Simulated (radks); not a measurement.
Numerical settings for the ytterbium ion Yb+, [Xe] 4f14 6s1. Calculated with a radial shooting solver on a logarithmic mesh with Libxc functionals: scalar-relativistic Kohn-Sham, PBE, spin-polarised, spherical densities, point nucleus; open shells are filled with parallel spins first (spin-orbit coupling, left out, can overturn this in heavy ions). The defaults (mesh step 0.008 in ln r, mesh end at 40 bohr or more with all orbitals vanishing there, Anderson mixing 0.5 over 9 steps, residual threshold near 1e-9 with the energy settled to 1e-9 hartree or 1e-11 of itself, here a cap of 73 iterations) give E = -14059.5719 hartree and 6s at -9.627 eV in 17 iterations. Run on one thread of a shared host, so times are rough (Arm Neoverse V2): 0.33 s of CPU time, 0.33 s wall, 17 iterations on 2648 mesh points. Changes against that run (0 stands for a change within the tolerance of the run):

setting                    iterations         converged  E (mhartree)  e(6s) (meV)  CPU (s)
mesh step in ln r 0.08              5                no      diverged            -     0.05
mesh step in ln r 0.2               4                no      diverged            -     0.01
mesh step in ln r 0.012            17               yes             0            0     0.22
mesh end (bohr) 400                17               yes             0            0     0.33
mesh end (bohr) 1                  14  level above zero     +2.49e+05    +1.51e+06     0.22
residual threshold 0.001           12               yes             0       +0.436     0.26
residual threshold 1e-13           25               yes             0            0     0.39
mixing 1                           18               yes             0            0     0.35
linear mixing, mixing 0.2          73                no             0            0        1
linear mixing, mixing 0.5          73                no      +7.9e+03    -9.06e+03      1.8
mixing history 20                  25               yes             0            0     0.42
iteration cap 5                     5                no          +134         +283     0.13

Settled on a wrong energy, with an occupied level pushed above zero by the early mesh end: mesh end (bohr) 1 (+249 hartree). Apart from these: no run marked as converged misses the energy by more than 1 mhartree. A mesh that ends early acts as a hard wall.
